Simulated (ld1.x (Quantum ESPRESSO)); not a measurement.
## What one change does to a pseudopotential (platinum, TM)

```
Element                 : platinum
Generator               : ld1.x (Quantum ESPRESSO) 7.5
Type                    : norm-conserving Troullier–Martins (Kleinman–Bylander form)
Functional              : PBE
Relativity              : scalar-relativistic
Frozen core             : [Xe] 4f14
Valence charge          : 10
Reference configuration : 5d9 6s1 6p0
Partial waves           : 6s (bound): rc 2.60 bohr; 5d (bound): rc 1.55 bohr; 6p (bound, empty): rc 2.55 bohr
Local potential         : the p channel
Core correction         : Bessel-smoothed model core inside 1.15 bohr
```

Change: functional LDA (PZ).

Cutoffs: the cutoffs (Ry, on a coarse ladder) from which the occupation-weighted sum of valence levels, in a spherical-Bessel basis at the reference potential, stays within 10 and 1 mRy of its value at 400 Ry; they do not see the model core or the augmentation charge, which bear on the density cutoff. Errors are all-electron minus pseudo energies relative to the spin-unpolarised reference configuration.

Predict the effect on cutoff, ghosts and configuration errors.

The potential gets neither clearly harder nor softer (40 Ry and 70 Ry → 40 Ry and 70 Ry); the number of tests with a reliable result goes from 7 to 9; of the 7 tests that both files solve, the error grows in 0 and shrinks in 2 by more than 15 % and 0.3 meV (median size 76.7 → 75.2 meV); neither file shows a bound ghost.

| quantity | base | changed |
| --- | --- | --- |
| cutoff, loose | 40 Ry | 40 Ry |
| cutoff, tight | 70 Ry | 70 Ry |
| bound ghosts | none | none |
| error for 5d9 6s0 6p0, meV [ΔE 9.19 → 9.54 eV] | -19 | -16 |
| error for 5d8 6s0 6p0, meV [ΔE 29.16 → 29.80 eV] | -157 | -147 |
| error for 5d7 6s0 6p0, meV [ΔE 61.38 → 62.32 eV] | -655 | -626 |
| error for 5d9 6s0.5 6p0, meV [ΔE 3.69 → 3.86 eV] | -4.8 | -3.9 |
| error for 5d9.5 6s0.5 6p0, meV [ΔE -0.12 → -0.09 eV] | -22 | -21 |
| error for 5d8 6s1 6p0, meV [ΔE 11.17 → 11.42 eV] | -77 | -75 |
| error for 5d8 6s2 6p0, meV [ΔE 1.00 → 0.93 eV] | -80 | -76 |
| s: phases at 2.86 bohr within 0.05 rad from the reference energy up to (Ry; the scan ends near 5) | 1.0 | 1.0 |
| p: phases at 2.86 bohr within 0.05 rad from the reference energy up to (Ry; the scan ends near 5) | 2.4 | 2.4 |
| d: phases at 2.86 bohr within 0.05 rad from the reference energy up to (Ry; the scan ends near 5) | 0.7 | 0.7 |
